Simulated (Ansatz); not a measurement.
Two isomers of CH10N2Si2: A = `CN[SiH](N)[SiH3]`, B = `C[Si](N)(N)[SiH3]`.

Gas-phase electronic energies from Ansatz, PBE0-D4/def2-TZVP geometries. CCSD(T)/CBS adds triple-zeta CCSD(T) − MP2 to the extrapolated MP2 energy (def2 sets, frozen cores). DFT in def2-TZVPP. B3LYP here is the variant with VWN-RPA as its local correlation; programs differ in this. One conformer a species, not always the lowest.

A:

```xyz
15

C    -1.2433    1.8445   -0.7928
N    -1.0081    0.4207   -0.7147
Si   -0.1487   -0.3644    0.5451
N    -0.7178   -1.9793    0.6314
Si    2.1842   -0.5287    0.2636
H    -2.2128    2.0587   -1.2533
H    -1.2633    2.2636    0.2160
H    -0.4744    2.3872   -1.3575
H    -1.0561   -0.0502   -1.6052
H    -0.4092    0.5106    1.7316
H    -1.6916   -2.1758    0.8011
H    -0.1234   -2.7226    0.9576
H     2.7999    0.8284    0.2910
H     2.8378   -1.3397    1.3328
H     2.5269   -1.1531   -1.0466
```

B:

Z-matrix (Å, degrees):
```
C
Si 1 1.872
H 1 1.093 2 110.7
H 1 1.094 2 111.5 3 -119.8
H 1 1.094 2 110.6 3 119.7
N 2 1.722 1 105.4 3 -177.5
N 2 1.717 1 116.9 3 -60.3
Si 2 2.358 1 109.1 3 58.3
H 6 1.007 2 120.0 1 -33.4
H 6 1.008 2 119.9 1 -178.1
H 7 1.008 2 120.7 1 -64.1
H 7 1.006 2 121.4 1 86.4
H 8 1.492 2 110.8 1 46.2
H 8 1.494 2 112.6 1 -73.8
H 8 1.491 2 111.4 1 165.7
```

Q: Which isomer does CCSD(T)/CBS put lower? Give the gap. (Estimate.)

A: The calculation gave: B, by 88.9 kJ/mol.

Q: Give E(B) − E(A) in kJ/mol with HF/def2-TZVPP, CCSD(T)/def2-TZVPP, B3LYP-D4, CCSD/def2-TZVPP, ωB97M-V, PBE-D4, MP2/def2-TZVPP. (Best estimate.)

A: Computed: HF/def2-TZVPP -77.0, CCSD(T)/def2-TZVPP -86.2, B3LYP-D4 -83.9, CCSD/def2-TZVPP -85.2, ωB97M-V -88.9, PBE-D4 -85.0, MP2/def2-TZVPP -90.8. None reverses the order clearly.

Largest T1 diagnostic: 0.011.

In def2-TZVPP, CCSD(T) changes the Hartree–Fock value by −9.1 kJ/mol (the triples alone add −1.0 kJ/mol) and MP2 by −13.8 kJ/mol.
